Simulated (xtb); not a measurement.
Al(All)(H)2 (C3H7Al), SMILES C=C[CH2][AlH2]. All values are semi-empirical tight-binding results from xtb (GFN2-xTB unless named), good for trends rather than for accurate numbers. Geometry: GFN2-xTB. The structure was generated by enumeration; whether it is a known compound was not checked. The values are those of a single conformer.

For metal compounds this method's bond lengths and energies can be far off.

Computed properties:
| Property | Result |
|---|---|
| orbital gap | 4.24 eV |
| zero-point energy | 49.4 kcal/mol |
| G − E(el) at 298.15 K (modified RRHO) | 30.7 kcal/mol |
